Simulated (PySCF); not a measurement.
Zn(H)(NH2) (H3NZn), SMILES [NH2][ZnH]. Coordinates come from a PBE0-D3(BJ)/def2-TZVP optimisation.

Computed equilibrium geometry at PBE0-D3(BJ)/def2-TZVP (PySCF confirms it by a frequency run) as Cartesian coordinates in Å, and its point group:
point group Cs.
```xyz
5

Zn    -0.3961     0.0054     0.0000
H     -1.9190    -0.0249     0.0000
N      1.4188    -0.0783     0.0000
H      1.9348     0.2052     0.8194
H      1.9348     0.2052    -0.8194
```
